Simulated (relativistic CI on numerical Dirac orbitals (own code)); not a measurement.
Rb22+: q coefficients and field-shift factors

Calculated at this level of theory: Dirac-Coulomb-Breit CI, KLI orbitals optimised for each configuration, derivatives by finite differences, unscaled Slater integrals, QED left out (own radial code, finite nucleus).

Configuration list (outside the closed core [Ne]): 3s2.3p3, 3s.3p4, 3s2.3p2.3d, 3p5, 3s.3p3.3d, 3p4.3d, 3s2.3p.3d2, 3s2.3d3, 3s.3p.3d3, 3p3.3d2, 3p2.3d3. Double excitations out of closed p, d and f shells are left out; levels of such configurations are missing from the list, as are those of other unlisted configurations, and high levels can miss mixing partners.

With x = (α/α₀)² − 1 an excitation energy changes as ω = ω₀ + qx; K = 2q/ω₀ is the relative enhancement. Terms are leading LS components, so labels can repeat. The field-shift factor is F = δν/δ⟨r²⟩ for the transition from the lowest level.

Lowest level 3s2.3p3 4S°_3/2.

| Level | ω₀ (cm⁻¹) | q (cm⁻¹) | K | F (GHz/fm²) |
| --- | --- | --- | --- | --- |
| 3s2.3p3 2D°_3/2 | 88211 | 64180 | 1.46 | -0.555 |
| 3s2.3p3 2D°_5/2 | 120798 | 82640 | 1.37 | -0.626 |
| 3s2.3p3 2P°_1/2 | 169196 | 84430 | 0.998 | -1.52 |
| 3s2.3p3 2P°_3/2 | 243313 | 185500 | 1.52 | -2.64 |
| 3s.3p4 4P_5/2 | 565851 | 111000 | 0.392 | -91.4 |
| 3s.3p4 4P_3/2 | 622927 | 156400 | 0.502 | -87.6 |
| 3s.3p4 4P_1/2 | 638724 | 166100 | 0.52 | -90.4 |
| 3s.3p4 2D_3/2 | 697847 | 137700 | 0.395 | -68.9 |
| 3s.3p4 2D_5/2 | 728720 | 187700 | 0.515 | -78.1 |
| 3s2.3p2.3d 4F_3/2 | 773769 | 51850 | 0.134 | -17.3 |
| 3s2.3p2.3d 2P_3/2 | 790476 | 132700 | 0.336 | -35.8 |
| 3s2.3p2.3d 2P_1/2 | 798082 | 147900 | 0.371 | -57.5 |
| 3s2.3p2.3d 4F_5/2 | 801187 | 47090 | 0.118 | -1.01 |

At this charge energies of transitions that change n are usually good to better than 1 %, and those within a shell (Δn = 0) to a few per cent.
